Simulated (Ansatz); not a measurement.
The cluster Mg₃O₄⁻. The state is a doublet with charge -1. Geometry PBE0-D4/def2-SVPD; atoms count from 1.

```xyz
7

Mg   -0.114   -0.361   -1.632
Mg   -0.870    0.444    1.009
Mg    1.901   -0.254    0.817
O     1.600   -0.610   -0.980
O    -1.400    0.950   -0.810
O     0.629    0.341    2.060
O    -1.745   -0.510   -0.464
```

The structure holds one bond between oxygen atoms, so isomers without such links may lie far lower. The highest occupied level of the charge -1 doublet lies above zero (up to 0.30 eV). The electron is either unbound and held by the finite basis, or the level is raised by self-interaction error. Another isomer (doublet) lies 0.08 eV lower at PBE0-D4/def2-TZVPD; other spin states weren't run for this one.

(1) Estimate the Mulliken populations from the PBE0/def2-TZVPD orbitals of Ansatz.

(2) Where does the spin sit?

(3) And the Mayer bond orders between heavy atoms (over 0.3)?

Answers

(1) 
```
atom  charge (e)  spin (α − β)
 Mg1        0.73          0.45
 Mg2        0.82          0.35
 Mg3        0.42          0.62
  O4       -0.91         -0.15
  O5       -0.54         -0.08
  O6       -0.96         -0.11
  O7       -0.54         -0.08
```
Mulliken values depend strongly on the basis. With diffuse functions, as here, like atoms can get unlike values, and bond orders can come out too low or too high.

(2) Summed by element: Mg 1.43, O -0.43, of 1 unpaired in all. Largest on single atoms: Mg3 0.62, Mg1 0.45, Mg2 0.35.

(3) Mg1–Mg3 0.42 (3.17 Å); Mg1–O4 0.79 (1.85 Å); Mg2–Mg3 0.32 (2.86 Å); Mg2–O6 0.79 (1.83 Å); Mg3–O4 0.58 (1.86 Å); Mg3–O6 0.53 (1.88 Å); O5–O7 0.39 (1.54 Å).
